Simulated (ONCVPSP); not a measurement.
# boron, ONCV: configuration errors across variants

| Quantity | Value |
| --- | --- |
| Element | B |
| Generator | ONCVPSP 4.0.1 |
| Type | optimised norm-conserving Vanderbilt (ONCV) |
| Functional | LDA (Perdew-Wang 92) |
| Relativity | scalar-relativistic |
| Frozen core | [He] |
| Valence charge | 3 |
| Reference configuration | 2s2 2p0.5 (charge +0.5) |
| Partial waves | 2s: rc 1.15 bohr, ncon 5, nbas 9, qcut 5.9 1/bohr, 1 projector; 2p: rc 1.90 bohr, ncon 3, nbas 7, qcut 3.8 1/bohr, 2 projectors, debl 1.8 Ha; d scattering state at 0.27 Ha: rc 1.95 bohr, ncon 3, nbas 7, qcut 4.9 1/bohr, 3 projectors, debl 2.3 Ha |
| Local potential | polynomial inside 0.75 bohr (lpopt 5, dvloc0 0 Ha) |
| Core correction | polynomial model core, fcfact 0.2 |

All-electron excitation energies from the reference (eV): (1) 2s2 2p1 -2.940; (2) 2s2 2p0 5.381; (3) 2s1 2p0 30.679; (4) 2s0 2p3 8.459.

1 further variants failed, have other tests or another functional or relativity, and are left out.

Errors AE − PS in meV (a dash: test not solved or not reliable):

| change | (1) | (2) | (3) | (4) | bound ghosts | GHOST(+) flags above zero |
| --- | --- | --- | --- | --- | --- | --- |
| base | +7.6 | +15 | +93 | +35 | none | none |
| p: qcut 4.4 | +5.7 | +12 | +79 | +31 | none | none |
| s: rc 1.58 | +7.6 | +15 | +93 | +35 | none | none |
| all radii but the core radius scaled by about 1.06 (s 1.22, p 2.00, d 2.06 bohr); local potential polynomial inside 0.78 bohr (lpopt 5, dvloc0 0 Ha) | +8.7 | +18 | +104 | +34 | none | none |
| s: qcut 7.9; p: qcut 5.1; d: qcut 6.5 | +4.2 | +9.9 | +67 | +28 | none | none |
| core correction none | +8.1 | +18 | +137 | +38 | none | none |

Task: Give the same row for: p: qcut 4.3.

Result: +6.0, +13, +82, +31; bound ghosts: none; GHOST(+) flags above zero: none.
